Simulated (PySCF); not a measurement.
**How methods differ on the excitation energy of Tc²⁺**

Tc²⁺ [Kr] 4d5 (6S) → Tc²⁺ [Kr] 4d4 5s1 (6D), as a difference of total energies. Computed with PySCF 2.14 in x2c-QZVPPall, with scalar relativity by spin-free X2C-1e. Correlated levels: valence: [Kr] frozen; valence and next inner shell: [Ar] 3d10 frozen. The calculations carry no spin-orbit coupling.

```tsv
method	excitation energy (eV)
UHF	5.655
LDA	5.318
PBE	5.415
PBE0	5.639
r2SCAN	5.593
MP2 (valence)	5.820
SCS-MP2 (valence)	5.710
MP2 (valence and next inner shell)	5.700
SCS-MP2 (valence and next inner shell)	5.670
```

How much does correlation contribute at MP2 (valence and next inner shell)?

5.700 − (5.655) = 0.045 eV, measured against UHF.

A first-order spin-orbit estimate (lowest level to lowest level, LS coupling) adds -0.177 eV.

The basis was made for the ground configuration and has no added diffuse functions, so the excitation energy can come out too high.
